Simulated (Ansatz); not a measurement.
Reaction (redistribution): `N[Si@H](Cl)[Si@@H](N)F` + `N[SiH](O)S` → `N[SiH](F)S` + `N[Si@H](Cl)[Si@@H](N)O`

Gas-phase electronic energies from Ansatz, PBE0-D4/def2-TZVP geometries. CCSD(T)/CBS is the MP2 limit (def2-TZVPP, def2-QZVPP) plus CCSD(T) − MP2 in def2-TZVPP, frozen cores. Functionals use def2-TZVPP. B3LYP here is the variant with VWN-RPA as its local correlation; programs differ in this. One conformer a species, not always the lowest.

`N[Si@H](Cl)[Si@@H](N)F`:

Cartesian coordinates in Å:
```
N -0.312 0.154 1.972
Si -0.168 -1.068 0.799
F -1.344 -2.165 0.814
Si -0.239 0.048 -1.254
N 1.259 0.816 -1.519
Cl -1.858 1.359 -1.051
H -0.992 0.890 1.859
H -0.073 0.006 2.938
H 1.080 -1.817 1.087
H -0.547 -0.757 -2.459
H 1.712 1.315 -0.770
H 1.483 1.219 -2.416
```

`N[SiH](O)S`:

Z-matrix (Å, degrees):
```
Si
O 1 1.644
S 1 2.137 2 105.1
N 1 1.696 2 112.5 3 -119.7
H 1 1.483 2 110.7 3 120.7
H 2 0.959 1 117.6 3 -57.1
H 3 1.344 1 94.0 2 174.4
H 4 1.007 1 120.6 2 -81.2
H 4 1.007 1 120.9 2 68.7
```

`N[SiH](F)S`:

```xyz
8

N    -0.422   -0.263    1.300
Si   -0.267    0.040   -0.353
F    -0.191   -1.253   -1.296
S     1.575    1.065   -0.597
H    -1.319   -0.385    1.739
H     0.338   -0.609    1.863
H    -1.468    0.773   -0.800
H     1.754    0.632   -1.856
```

`N[Si@H](Cl)[Si@@H](N)O`:

Z-matrix (Å, degrees):
```
Si
O 1 1.651
Si 1 2.336 2 109.0
N 1 1.717 2 118.0 3 116.6
H 1 1.481 2 104.6 3 -125.1
H 2 0.960 1 116.3 3 -42.4
N 3 1.701 1 109.9 2 175.1
Cl 3 2.111 1 101.2 2 53.8
H 3 1.482 1 119.6 2 -59.0
H 4 1.008 1 120.5 2 76.3
H 4 1.008 1 119.9 2 -68.3
H 7 1.007 3 122.6 1 174.8
H 7 1.008 3 119.6 1 -33.3
```

Q: Is it downhill or uphill in electronic energy at CCSD(T)/CBS, and by how much? (Best estimate.)

A: The calculation gave: Downhill: ΔE = -3.6 kJ/mol.

Q: What do these levels give: r2SCAN-D4, B2PLYP, B3LYP, HF/def2-TZVPP, SCS-MP2/def2-TZVPP, MP2/CBS(def2)? (An estimate is asked.)

A: Computed: r2SCAN-D4 -4.7, B2PLYP -3.5, B3LYP -2.9, HF/def2-TZVPP 0.1, SCS-MP2/def2-TZVPP -3.7, MP2/CBS(def2) -4.0 kJ/mol.

Largest T1 diagnostic among the species: 0.011.

In def2-TZVPP, CCSD(T) changes the Hartree–Fock value by −4.1 kJ/mol (the triples alone add −0.8 kJ/mol) and MP2 by −4.5 kJ/mol.
